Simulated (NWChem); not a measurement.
# SiH4SeO; SMILES O[SiH2][SeH]

```xyz
7

Si    -0.4929     1.1183     0.0291
O      0.8006     2.1603     0.0033
Se     0.1080    -1.0820    -0.0791
H     -1.2070     1.4267     1.2936
H     -1.3878     1.2680    -1.1569
H      1.4354     2.0364    -0.7096
H      0.8081    -1.0454     1.2156
```
Atoms are numbered in this order, from 1.

Level: PBE0/def2-SVP (NWChem), optimised geometry, unscaled harmonic frequencies. This build's default masses of Se (78.918 u) and Br (79.917 u) are each other's, which moves their modes by up to 0.6 %.

### Question
List the harmonic frequencies with IR intensities, and the thermochemistry.

### Answer
```json
[
 {"frequency (cm⁻¹)": "168", "IR intensity (km/mol)": "8.4"},
 {"frequency (cm⁻¹)": "233", "IR intensity (km/mol)": "29.4"},
 {"frequency (cm⁻¹)": "303", "IR intensity (km/mol)": "115.6"},
 {"frequency (cm⁻¹)": "397", "IR intensity (km/mol)": "40.9"},
 {"frequency (cm⁻¹)": "492", "IR intensity (km/mol)": "17.4"},
 {"frequency (cm⁻¹)": "685", "IR intensity (km/mol)": "57.9"},
 {"frequency (cm⁻¹)": "754", "IR intensity (km/mol)": "20.1"},
 {"frequency (cm⁻¹)": "831", "IR intensity (km/mol)": "119.5"},
 {"frequency (cm⁻¹)": "900", "IR intensity (km/mol)": "376.1"},
 {"frequency (cm⁻¹)": "910", "IR intensity (km/mol)": "9.0"},
 {"frequency (cm⁻¹)": "946", "IR intensity (km/mol)": "107.0"},
 {"frequency (cm⁻¹)": "2235", "IR intensity (km/mol)": "114.6"},
 {"frequency (cm⁻¹)": "2282", "IR intensity (km/mol)": "95.5"},
 {"frequency (cm⁻¹)": "2450", "IR intensity (km/mol)": "8.2"},
 {"frequency (cm⁻¹)": "3921", "IR intensity (km/mol)": "108.0"}
]
```

* **zero-point energy**: 25.0 kcal/mol
* **thermal correction to the enthalpy at 298.15 K (with zero-point energy)**: 29.0 kcal/mol
* **heat capacity Cv**: 17.7 cal/(mol K)
* **entropy at 298.15 K and 1 atm (symmetry number 1)**: 74.6 cal/(mol K)
* **dipole moment**: 0.82 D

Rigid rotor and harmonic oscillator.
